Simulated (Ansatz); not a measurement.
Geometry optimisation, Ansatz 0.2.0, RHF/6-31G*.

input.yaml

```yaml
crystal:
  periodic: [false, false, false]
  atoms:
    - { symbol: Al, position_ang: [0.0, 0.0, 0.0] }
    - { symbol: O, position_ang: [0.0, 0.0, 1.78] }
    - { symbol: H, position_ang: [-0.9095, -0.2814, 2.1171] }
    - { symbol: Cl, position_ang: [1.9312, 0.0, -1.115] }
    - { symbol: O, position_ang: [-1.5415, 0.0, -0.89] }
    - { symbol: Si, position_ang: [-2.6907, -1.2238, -0.8267] }
    - { symbol: H, position_ang: [-2.2881, -2.2198, 0.162] }
    - { symbol: H, position_ang: [-3.9833, -0.6595, -0.4496] }
    - { symbol: H, position_ang: [-2.8007, -1.8572, -2.1376] }
basis:
  gaussian: { orbitals: "6-31G*" }
hamiltonian:
  xc: hf
relax:
  f_tol: 0.02
  max_steps: 40
```

Command:

```bash
$ ansatz run input.yaml --threads 2 --pin off --max-ram 3072MiB --backend cpu --events-out ev --progress --plain --runs-dir out
```

Question: Where does it end, and by what steps?

Answer: The forces met the threshold. The force dipped under the threshold on the way, but the program's further checks kept it going. After 14 steps the energy has fallen by 0.812 eV; H7 moved furthest, 1.07 Å.

```json
{"step": "0", "energy less start (eV)": "0.0000", "largest force component (eV/Å)": "2.700", "accepted": "yes"}
{"step": "1", "energy less start (eV)": "-0.4583", "largest force component (eV/Å)": "2.192", "accepted": "yes"}
{"step": "2", "energy less start (eV)": "-0.5862", "largest force component (eV/Å)": "1.439", "accepted": "yes"}
{"step": "3", "energy less start (eV)": "-0.6829", "largest force component (eV/Å)": "0.757", "accepted": "yes"}
{"step": "4", "energy less start (eV)": "-0.7386", "largest force component (eV/Å)": "0.387", "accepted": "yes"}
{"step": "5", "energy less start (eV)": "-0.7779", "largest force component (eV/Å)": "0.272", "accepted": "yes"}
{"step": "6", "energy less start (eV)": "-0.7990", "largest force component (eV/Å)": "0.035", "accepted": "yes"}
{"step": "7", "energy less start (eV)": "-0.7939", "largest force component (eV/Å)": "0.398", "accepted": "no"}
{"step": "8", "energy less start (eV)": "-0.8054", "largest force component (eV/Å)": "0.031", "accepted": "yes"}
{"step": "9", "energy less start (eV)": "-0.8076", "largest force component (eV/Å)": "0.077", "accepted": "yes"}
{"step": "10", "energy less start (eV)": "-0.8107", "largest force component (eV/Å)": "0.026", "accepted": "yes"}
{"step": "11", "energy less start (eV)": "-0.8116", "largest force component (eV/Å)": "0.007", "accepted": "yes"}
{"step": "12", "energy less start (eV)": "-0.8121", "largest force component (eV/Å)": "0.043", "accepted": "yes"}
{"step": "13", "energy less start (eV)": "-0.8114", "largest force component (eV/Å)": "0.077", "accepted": "no"}
{"step": "14", "energy less start (eV)": "-0.8123", "largest force component (eV/Å)": "0.002", "accepted": "yes"}
```

```xyz
9
Properties=species:S:1:pos:R:3
Al -0.012 -0.089 0.213
O 0.357 0.377 1.784
H -0.225 0.304 2.524
Cl 1.455 0.180 -1.250
O -1.493 -0.750 -0.201
Si -2.788 -1.411 -0.939
H -3.070 -2.738 -0.359
H -3.967 -0.547 -0.748
H -2.540 -1.567 -2.384
```

Whether the end is a true minimum wasn't checked by a vibrational analysis.

Time of the run: 29 s on 2 threads of Arm Neoverse V2, with other jobs on the host, peak memory 0.18 GiB.
